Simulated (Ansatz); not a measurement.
Molecule: C₃H₁₀GeN, net charge 0, doublet state. It need not be the lowest isomer of its formula. SMILES: CC[N](C)[GeH2]
Structure (B3LYP-D3(BJ)/def2-TZVP (Ansatz, a program for electronic structure) minimum search):
```
N
C 1 1.4513
H 2 1.0891 1 110.59
H 2 1.0960 3 108.01 1 -120.18
H 2 1.0986 3 108.46 4 -116.14
C 1 1.4547 2 112.06 3 179.51
H 6 1.0980 1 107.32 2 54.93
H 6 1.1012 7 105.78 1 117.51
C 6 1.5186 7 109.15 8 117.71
H 9 1.0904 6 111.18 7 64.11
H 9 1.0909 10 108.39 6 120.51
H 9 1.0914 10 108.17 11 116.48
Ge 1 1.8691 2 118.03 3 26.03
H 13 1.5583 1 106.08 2 -153.52
H 13 1.5601 14 107.80 10 -125.72
```
Charge 0, spin multiplicity 2.

Parts of the frozen-core correlation energy in 6-31G* (Ansatz, hartree). Frozen orbitals: 18; correlated occupied orbitals by spin: 16 and 15; virtual: 81 and 82. Open shells are spin-unrestricted. Spin-orbit coupling is left out. Non-relativistic.

```csv
term,value
reference (HF),-2248.89967
MP2 opposite-spin,(withheld)
MP2 same-spin,(withheld)
CCSD correlation,-0.69517
(T),(withheld)
T1 diagnostic,0.019
largest doubles amplitude,0.023
<S^2> of the reference,0.761
```

Task: Fill in the missing entries.

Result: 
- MP2 opposite-spin, value: -0.48270
- MP2 same-spin, value: -0.15081
- (T), value: -0.02159
